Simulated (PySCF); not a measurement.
**Trend along the alkali metals: MSe cations**

CCSD(T) with double-zeta basis sets in PySCF, for the lowest determinant that a PBE0 search found; no spin–orbit coupling. De refers to high-spin ground-configuration atoms (the charge goes to the atom of lower measured ionisation energy or higher electron affinity, which is not always the lowest computed limit).

```json
{"M": "Li", "basis": "def2-SVPD", "reference, frozen orbitals": "UHF, 9", "charged atom": "Li+", "state (unpaired electrons)": "triplet (π ↑↑)", "Re (Å)": "2.643", "ωe (cm⁻¹)": "296", "De (eV)": "0.85"}
{"M": "Na", "basis": "def2-SVP", "reference, frozen orbitals": "UHF, 10", "charged atom": "Na+", "state (unpaired electrons)": "triplet (π ↑↑)", "Re (Å)": "3.064", "ωe (cm⁻¹)": "141", "De (eV)": "0.60"}
{"M": "Rb", "basis": "def2-SVP", "reference, frozen orbitals": "UHF, 9", "charged atom": "Rb+", "state (unpaired electrons)": "triplet (π ↑↑)", "Re (Å)": "3.665", "ωe (cm⁻¹)": "71.4", "De (eV)": "0.35"}
{"M": "Cs", "basis": "def2-SVP", "reference, frozen orbitals": "UHF, 9", "charged atom": "Cs+", "state (unpaired electrons)": "triplet (π ↑↑)", "Re (Å)": "3.910", "ωe (cm⁻¹)": "58.8", "De (eV)": "0.31"}
```

The row for M = K is missing. Estimate Re, ωe and De as the mean of the rows for Na and Rb, and compare with the calculation.

The means are 3.365 Å, 106 cm⁻¹ and 0.47 eV. UHF-CCSD(T) in def2-SVP gives KSe⁺ as a triplet (π ↑↑) with Re = 3.565 Å, ωe = 88.7 cm⁻¹, De = 0.40 eV, so the estimate is off by -20.0 pm, +20 % and +0.07 eV.

The rows differ in basis set, which adds steps of its own.

Correlated steps freeze the inner cores (9 to 14 orbitals); shallow outer-core shells are correlated. Weak bonds: CsSe⁺, KSe⁺, RbSe⁺. Basis-set superposition, not corrected here, can be much of De in a small basis, most of all at correlated wavefunction levels. These are scalar-relativistic numbers at best; spin–orbit coupling would shift them, the dissociation energy most. For an ion De counts to the pair picked by the measured ionisation energies or electron affinities, which need not be the lowest pair at this level. States were picked by a PBE0 search and need not be the measured ground states.
